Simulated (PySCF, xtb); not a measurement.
C₃H₅ClGeO, SMILES C=[C](Cl)[GeH2][CH]=O.

GFN2-xTB (xtb 6.7.1) at its own geometry gives an orbital gap of 2.78 eV and a dipole moment of 3.00 D.

Geometry: B3LYP-D3(BJ)/def2-SVP. The structure was generated by enumeration, and PubChem lists no compound with its InChIKey, so it may never have been made. Other conformers were not sampled.

### Question
What does PySCF with PBE/def2-TZVP give? (An estimate is asked for; the answer gives what the named calculation found.)

### Answer
gap 2.89 eV (levels -5.72 and -2.83 eV), dipole 1.95 D.
